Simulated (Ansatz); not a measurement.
CH₆OSSi₂ (`O[SiH]1[SiH2]CS1`) at its PBE0-D4/def2-TZVP geometry, where that method's forces vanish. Charge 0, multiplicity 1.

```xyz
11

O     0.9075    1.8038   -1.7632
Si    0.5745    0.2891   -1.2180
Si    0.5847   -0.2503    1.0463
C    -1.1750   -0.8883    0.7127
S    -1.5230   -0.1244   -0.9233
H     0.5036    2.5283   -1.2808
H     1.2396   -0.5797   -2.2189
H     0.5290    0.9731    1.8962
H     1.5133   -1.2228    1.6894
H    -1.9238   -0.5551    1.4324
H    -1.2306   -1.9738    0.6272
```

(1) What forces (eV/Å) does PBE-D4/def2-TZVPP give on these atoms in the Gaussian-basis code of Ansatz? (An estimate is asked.)

## Answers

(1) The calculation gave: 
```
O1   0.321  0.151 -0.444
Si2  0.024 -0.309  0.191
Si3  0.104 -0.002 -0.038
C4   0.018 -0.022  0.082
S5  -0.307  0.063 -0.218
H6  -0.188  0.344  0.231
H7   0.094 -0.084 -0.134
H8  -0.007  0.125  0.092
H9   0.105 -0.106  0.093
H10 -0.156  0.057  0.151
H11 -0.007 -0.217 -0.006
```
